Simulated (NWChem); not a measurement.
Molecule: C$_{3}$H$_{4}$F$_{2}$; SMILES FC1(CC1)F

Computed with NWChem. Pople sets run with spherical d functions. Coordinates come from a B3LYP/6-31G* (spherical d) optimisation. Level: B3LYP/6-31G* with SMD (1 M gas to 1 M solution), gas-phase geometry.

For solvent toluene:

```yaml
solvation free energy (kcal/mol): -2.9
cavity-dispersion-structure term (kcal/mol): -1.1
dipole in solution (D): 2.20
```

Task: What are these values for solvent water?

Result: 
| Property | Value |
|---|---|
| solvation free energy (kcal/mol) | -0.1 |
| cavity-dispersion-structure term (kcal/mol) | 3.2 |
| dipole in solution (D) | 2.41 |
